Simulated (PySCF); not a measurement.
Ligands exchanged one at a time, Sn C2H5-SH. Gas-phase values, no solvent. One relaxed conformer stands for each flexible species; it need not be the lowest. Strings in code marks are SMILES.

These are PySCF with PBE-D3(BJ)/def2-TZVP // B3LYP-D3(BJ)/def2-SVP values and carry that method's errors. All candidates: neutral, multiplicity 1. Excitations are Tamm–Dancoff values on a coarser integration grid. The basis has no diffuse functions, so Rydberg states are missing or too high.

```json
{
  "HOMO–LUMO gap": "4.15 eV",
  "HOMO": "-5.74 eV",
  "T1 excitation (TDA)": "3.95 eV"
}
```

**Question.** Say which member has these values.
A. `[SH][Sn]([SH])([SH])[SH]`
B. `C[CH2][Sn]([SH])([SH])[CH2]C`
C. `C[CH2][Sn]([SH])([SH])[SH]`

**Answer.** B, `C[CH2][Sn]([SH])([SH])[CH2]C`. The others give `[SH][Sn]([SH])([SH])[SH]`: 3.25 eV, -6.46 eV, 3.09 eV; `C[CH2][Sn]([SH])([SH])[SH]`: 3.66 eV, -6.10 eV, 3.49 eV
